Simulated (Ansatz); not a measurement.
Born–Oppenheimer molecular dynamics of ClFH4HfN2 (9 atoms, charge 0, multiplicity 1). It starts from a relaxed structure.

These are results of RKS PBE/def2-SVP (Ansatz), not measurements.

| Item | Value |
| --- | --- |
| ensemble | NVT, Langevin thermostat |
| time step | 0.5 fs |
| steps asked | 300 |
| set temperature | 300 K |
| friction | 0.05 /fs |
| seed | 758012 |

Frames 10 fs apart, positions in Å.

Velocities at 15 fs (Å/ps):

```
Hf -1.90 0.45 -0.36
Cl -1.08 1.13 -1.43
N 0.11 2.04 -3.12
H -21.09 -1.19 -5.72
H -5.84 -1.11 8.29
F -2.97 -4.84 5.46
N -0.83 1.76 -3.12
H -23.88 -15.38 1.22
H -28.82 14.08 9.46
```

```xyz
9
Properties=species:S:1:pos:R:3 time_fs=15 energy_less_start_eV=0.175 T=221
Hf -0.032 0.014 -0.022
Cl -0.054 0.091 2.342
N 1.857 -0.042 -0.665
H 2.410 -0.891 -1.048
H 2.529 0.677 -0.312
F -0.937 1.530 -0.782
N -0.920 -1.659 -0.784
H -0.964 -2.529 -0.207
H -1.720 -1.654 -1.397
9
Properties=species:S:1:pos:R:3 time_fs=25 energy_less_start_eV=0.277 T=186
Hf -0.046 0.021 -0.026
Cl -0.046 0.101 2.343
N 1.858 -0.032 -0.697
H 2.410 -0.776 -1.240
H 2.571 0.615 -0.254
F -0.934 1.474 -0.743
N -0.972 -1.632 -0.795
H -1.010 -2.560 -0.255
H -1.824 -1.615 -1.339
9
Properties=species:S:1:pos:R:3 time_fs=35 energy_less_start_eV=0.276 T=209
Hf -0.056 0.033 -0.030
Cl -0.044 0.105 2.384
N 1.883 -0.035 -0.709
H 2.425 -0.594 -1.428
H 2.545 0.599 -0.165
F -0.948 1.483 -0.728
N -1.014 -1.619 -0.797
H -0.901 -2.557 -0.296
H -1.789 -1.738 -1.432
9
Properties=species:S:1:pos:R:3 time_fs=45 energy_less_start_eV=0.158 T=306
Hf -0.060 0.026 -0.029
Cl -0.045 0.090 2.434
N 1.890 -0.029 -0.689
H 2.355 -0.563 -1.466
H 2.664 0.572 -0.277
F -0.983 1.559 -0.690
N -0.996 -1.558 -0.784
H -0.752 -2.518 -0.403
H -1.721 -1.640 -1.498
9
Properties=species:S:1:pos:R:3 time_fs=55 energy_less_start_eV=0.225 T=251
Hf -0.045 0.027 -0.019
Cl -0.064 0.076 2.433
N 1.876 0.006 -0.688
H 2.143 -0.656 -1.451
H 2.705 0.645 -0.474
F -1.010 1.613 -0.687
N -0.980 -1.536 -0.769
H -0.751 -2.542 -0.559
H -1.652 -1.529 -1.497
9
Properties=species:S:1:pos:R:3 time_fs=65 energy_less_start_eV=0.270 T=210
Hf -0.037 0.042 -0.008
Cl -0.091 0.066 2.434
N 1.906 0.039 -0.717
H 2.145 -0.729 -1.379
H 2.758 0.700 -0.691
F -1.008 1.612 -0.680
N -0.966 -1.587 -0.765
H -0.898 -2.636 -0.488
H -1.599 -1.441 -1.527
9
Properties=species:S:1:pos:R:3 time_fs=75 energy_less_start_eV=0.147 T=205
Hf -0.032 0.054 0.002
Cl -0.127 0.047 2.425
N 1.898 0.043 -0.698
H 2.252 -0.817 -1.175
H 2.669 0.783 -0.692
F -0.997 1.578 -0.678
N -0.917 -1.613 -0.739
H -1.038 -2.627 -0.491
H -1.665 -1.490 -1.451
9
Properties=species:S:1:pos:R:3 time_fs=85 energy_less_start_eV=0.190 T=308
Hf -0.023 0.072 -0.011
Cl -0.163 0.029 2.385
N 1.871 0.033 -0.707
H 2.467 -0.664 -1.221
H 2.451 0.936 -0.644
F -1.004 1.526 -0.713
N -0.909 -1.637 -0.788
H -1.024 -2.592 -0.457
H -1.708 -1.416 -1.434
9
Properties=species:S:1:pos:R:3 time_fs=95 energy_less_start_eV=0.313 T=276
Hf -0.016 0.087 -0.010
Cl -0.212 0.003 2.356
N 1.833 0.026 -0.724
H 2.562 -0.525 -1.220
H 2.148 1.052 -0.551
F -1.016 1.542 -0.793
N -0.911 -1.587 -0.797
H -0.859 -2.605 -0.619
H -1.650 -1.410 -1.512
9
Properties=species:S:1:pos:R:3 time_fs=105 energy_less_start_eV=0.290 T=251
Hf -0.002 0.094 -0.003
Cl -0.229 0.029 2.333
N 1.821 0.068 -0.718
H 2.522 -0.501 -1.283
H 2.321 1.009 -0.692
F -0.987 1.517 -0.853
N -0.938 -1.545 -0.780
H -0.774 -2.532 -0.622
H -1.673 -1.433 -1.504
9
Properties=species:S:1:pos:R:3 time_fs=115 energy_less_start_eV=0.237 T=312
Hf -0.004 0.098 0.000
Cl -0.274 0.056 2.333
N 1.908 0.165 -0.767
H 2.420 -0.612 -1.255
H 2.547 1.015 -0.652
F -0.952 1.511 -0.895
N -0.987 -1.508 -0.735
H -0.791 -2.474 -0.652
H -1.665 -1.437 -1.523
9
Properties=species:S:1:pos:R:3 time_fs=125 energy_less_start_eV=0.366 T=207
Hf -0.008 0.095 -0.021
Cl -0.310 0.082 2.338
N 1.918 0.234 -0.795
H 2.227 -0.589 -1.368
H 2.787 0.834 -0.640
F -0.925 1.502 -0.924
N -0.950 -1.495 -0.729
H -0.731 -2.397 -0.427
H -1.521 -1.393 -1.576
```

Of the whole run (150 fs, mean temperature of the second half 298 K): A run of 0.15 ps of so small a system gives no equilibrium averages.

The run took 12 min on 2 threads of Arm Neoverse V1 (shared host), peak memory 0.15 GiB.
